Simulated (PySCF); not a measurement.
Computed shifts of a molecule C₃H₄F₂O, PySCF with PBE0/pcSseg-1, GIAO, gas phase, equivalent atoms averaged, in ppm (number of nuclei): ¹³C: 163.9 (1), 130.2 (1), 60.3 (1). ¹⁹F: -123.2 (1), -213.1 (1). ¹H: 6.69 (1), 3.90 (3). References: ¹³C against TMS (σ = 186.3 ppm); ¹⁷O against H2O (σ = 334.2 ppm); ¹⁹F against CFCl3 (σ = 167.2 ppm); ¹H against TMS (σ = 31.56 ppm), references at their B3LYP-D3(BJ)/def2-TZVP geometries, non-relativistic. The structure is a stationary point at PBE0-D3(BJ)/def2-SVP. One conformer was computed; it need not be the lowest.

Q: Pick the molecule that these values belong to.
(A) OC1[C@@H](F)[C@@H]1F
(B) CO/C(F)=C/F
(C) FC1(F)CCO1
(D) O[C@H]1CC1(F)F

A: B, CO/C(F)=C/F
